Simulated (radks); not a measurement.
Results of a calculation; reference values are marked as such.
Pt1.5+, configuration [Xe] 4f14 5d7.5 6s1 (fractional occupations, a model configuration). Code: a radial shooting solver on a logarithmic mesh with Libxc functionals. Model: Dirac Kohn-Sham, PBE, spin-unpolarised, spherical densities, point nucleus; open shells are shared between the two j in proportion to 2j + 1. Some entries of the table are withheld. Estimate them.

orbital,occ.,eigenvalue (hartree),<r> (bohr)
1s1/2,2,-2878.665,0.01714
2s1/2,2,-505.8419,(1)
2p1/2,2,-484.7709,(2)
2p3/2,4,-421.2229,(3)
3s1/2,2,-119.3082,0.1865
3p1/2,2,-109.8674,0.1768
3p3/2,4,-95.89762,0.1923
3d3/2,4,-80.21108,(4)
3d5/2,6,-77.20072,(5)
4s1/2,2,-26.15133,(6)
4p1/2,2,-22.14839,0.4179
4p3/2,4,-18.82162,0.4518
4d3/2,4,-12.27464,(7)
4d5/2,6,-11.65612,(8)
5s1/2,2,-4.38235,0.9513
4f5/2,6,-3.29429,0.5123
4f7/2,8,-3.16732,0.5196
5p1/2,2,-3.10321,1.030
5p3/2,4,-2.54867,1.127
5d3/2,3,-0.85309,1.524
5d5/2,4.5,-0.79721,1.580
6s1/2,1,-0.68284,(9)

Answer. 
(1) 2s1/2 <r> (bohr): 0.07168
(2) 2p1/2 <r> (bohr): 0.05906
(3) 2p3/2 <r> (bohr): 0.06749
(4) 3d3/2 <r> (bohr): 0.1676
(5) 3d5/2 <r> (bohr): 0.1723
(6) 4s1/2 <r> (bohr): 0.4149
(7) 4d3/2 <r> (bohr): 0.4617
(8) 4d5/2 <r> (bohr): 0.4729
(9) 6s1/2 <r> (bohr): 2.529
